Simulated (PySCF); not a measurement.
Atoms are numbered as in `[CH3:1]/[C:2]([F:3])=[P:4]\[CH:5]1[CH2:6][CH2:7][CH2:8][CH2:9][CH2:10]1`. Hydrogens are named by the atom that carries them. Ha(C6), Ha(C7), Ha(C8), Ha(C9), Ha(C10) are cis to P4 on the ring; Hb(C6), Hb(C7), Hb(C8), Hb(C9), Hb(C10) are trans to P4 on the ring.

PySCF 2.14.0 with density-fitted response routines calculation with GIAO PBE0/pcSseg-1 shieldings and geometry: GFN2-xTB; one conformer, relativity neglected, one averaged value for each set of equivalent atoms, in vacuum.

Shifts are taken against calculated references (same method and geometry level): 13C (σ = 186.93 ppm) and 1H (σ = 31.72 ppm) against TMS; 19F (σ = 170.95 ppm) against CFCl3; 31P (σ = 318.38 ppm) against H3PO4.

```tsv
atoms	nucleus	count	δ (ppm)
H(C1)	1H	3	2.51
C5	13C	1	?
Ha(C7)/Ha(C9)	1H	2	1.89
H(C5)	1H	1	1.85
P4	31P	1	?
Ha(C6)/Ha(C10)	1H	2	1.34
Hb(C6)/Hb(C10)	1H	2	1.80
C1	13C	1	24.7
Hb(C7)/Hb(C9)	1H	2	1.31
Hb(C8)	1H	1	1.76
Ha(C8)	1H	1	?
C6/C10	13C	2	?
F3	19F	1	-38.2
C2	13C	1	234.8
C7/C9	13C	2	?
C8	13C	1	29.8
```

Estimate the values marked ?.

## Answers


- C5: 41.6 ppm, sp3 CH bonded to P
- C6/C10: 36.4 ppm, sp3 CH2 in a ring; aliphatic region, no heteroatom directly attached
- C7/C9: 31.6 ppm, sp3 CH2 in a ring; saturated and bonded to C and H only
- Ha(C8): 1.23 ppm, hydrogen on an sp3 CH2 in a ring; far from electronegative atoms and π systems
- P4: 196.3 ppm, phosphorus bonded to 2 C

Shifts are as computed. Against solution values, carbons near 30 ppm lie about +3 ppm off and those near 130 ppm about +5 ppm. Of 1211 compounds with measured shifts, 218 miss one by over three times the rms of a fit or turn the order of signals round; such compounds aren't used in these exercises. Unscaled 19F shifts against computed CFCl3 carry errors that often reach 10 to 50 ppm. Experimental scales use liquid or dissolved standards, which lie at an offset from isolated H3PO4.
